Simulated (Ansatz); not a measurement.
`B[C](=C)[AlH][F]` + H–F → `[F][AlH][F]` + `BC=C`  (ligand exchange at the Al–C bond)

Program: Ansatz. Geometries: PBE0-D4/def2-TZVP. ΔE: electronic, gas phase. CBS: MP2 limit from def2 TZ/QZ plus the TZ coupled-cluster correction, frozen cores. This one scheme is used for every species. Functionals use def2-TZVPP. HSE06 is defined as in plane-wave codes. One conformer a species, not always the lowest.

```
         level  ΔE (kJ/mol)  difference from CCSD(T)/CBS
     revPBE-D4       -172.4                          9.7
       ωB97M-V       -183.2                         -1.1
      PBE-QIDH       -180.3                          1.8
       r2SCANh       -187.6                         -5.5
       r2SCAN0       -186.3                         -4.2
         HSE06       -178.6                          3.5
         BHLYP       -196.1                        -14.0
 CCSD/def2-SVP       -190.9                         -8.8
 MP2/CBS(def2)       -182.5                         -0.4
CCSD/CBS(def2)       -185.5                         -3.4
   CCSD(T)/CBS       -182.1                            0
```

Largest T1 diagnostic among the species: 0.013.

Leaving LDA and LC-ωPBE aside and taking each functional with its dispersion term where it has one, the values, not all of them listed here, spread over 18.8 kJ/mol, from B2PLYP to revPBE-D4. LDA lies +4.9 kJ/mol from PBE without D4. The D4 term adds +7.9 kJ/mol with B3LYP and +4.4 kJ/mol with PBE0; it sums over pairs of atoms, weighted by their polarisabilities, and B3LYP, whose exchange is more repulsive, gets the larger term. In def2-TZVPP, CCSD(T) changes the Hartree–Fock value by +17.2 kJ/mol (the triples alone add +3.4 kJ/mol) and MP2 by +16.7 kJ/mol.

B3LYP here is the variant with VWN-RPA as its local correlation; programs differ in this.
